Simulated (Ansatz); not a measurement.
Input file for Ansatz (an electronic-structure program): R-SVWN5/def2-TZVPP on CH8GeSi (SMILES [SiH3][CH2][GeH3]).

Ansatz 0.2 input:
```yaml
crystal:
  periodic: [false, false, false]
  atoms:
    - {symbol: Si, position_ang: [-1.61534713, -0.17551213, 0.10005998]}
    - {symbol: C, position_ang: [0.08749750, -0.07703496, 0.87359891]}
    - {symbol: Ge, position_ang: [1.55045683, 0.22147412, -0.41498538]}
    - {symbol: H, position_ang: [-2.66203182, -0.39407922, 1.12875894]}
    - {symbol: H, position_ang: [-1.67068594, -1.29519327, -0.87067914]}
    - {symbol: H, position_ang: [-1.92209121, 1.08358146, -0.62087563]}
    - {symbol: H, position_ang: [0.11383360, 0.73534663, 1.60344191]}
    - {symbol: H, position_ang: [0.30044206, -1.00262442, 1.41329554]}
    - {symbol: H, position_ang: [1.32801452, 1.55012805, -1.16026239]}
    - {symbol: H, position_ang: [1.58582290, -0.92513842, -1.44179828]}
    - {symbol: H, position_ang: [2.90408872, 0.27905215, 0.31759833]}
basis:
  gaussian:
    orbitals: def2-TZVPP
hamiltonian:
  xc: {name: SVWN5}
scf: {lower_state_search: off}
```

### Question
Give the final energy of this run.

### Answer
-2404.6851 hartree.
